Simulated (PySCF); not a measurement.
## Distorted geometries of TlF3

TlF3 (singlet). PySCF 2.14.0, RKS TPSS, Tl def2-SVP with ECP60, F def2-SVP; non-relativistic Hamiltonian with scalar-relativistic core potentials where named; density fitting; no spin-orbit coupling. Relaxed geometry:

```xyz
4

Tl    0.2376    0.0000    0.0000
F    -0.5865    0.0000    1.8581
F    -0.5865    0.0000   -1.8581
F     2.2847    0.0000    0.0000
```

**Question.** Order these distorted geometries by energy above the relaxed one, lowest first.
A.
```xyz
4

Tl    0.1954    0.0051    0.0148
F    -0.5880   -0.0315    1.8313
F    -0.6149    0.0338   -1.8755
F     2.3568   -0.0074    0.0295
```
B.
```xyz
4

Tl    0.2144   -0.0367   -0.0544
F    -0.5962   -0.0029    1.8530
F    -0.5646    0.0104   -1.8672
F     2.2957    0.0293    0.0685
```
C.
```xyz
4

Tl    0.3389    0.0093   -0.2126
F    -0.6662   -0.1005    1.9636
F    -0.5862   -0.0423   -1.9782
F     2.2627    0.1335    0.2272
```

**Answer.** B (0.06 eV), A (0.13 eV), C (0.75 eV).

**Question.** Which forces (eV/Å) act in the one that lies 0.06 eV up?

**Answer.** 
```
Tl   0.88  0.15  1.80
F    0.28 -0.08 -0.65
F   -0.55 -0.05 -1.17
F   -0.61 -0.03  0.01
```
Forces carry noise of the integration grid, about 0.01 to 0.03 eV/Å.

No frequency check is given that shows the relaxed geometry to be a minimum.
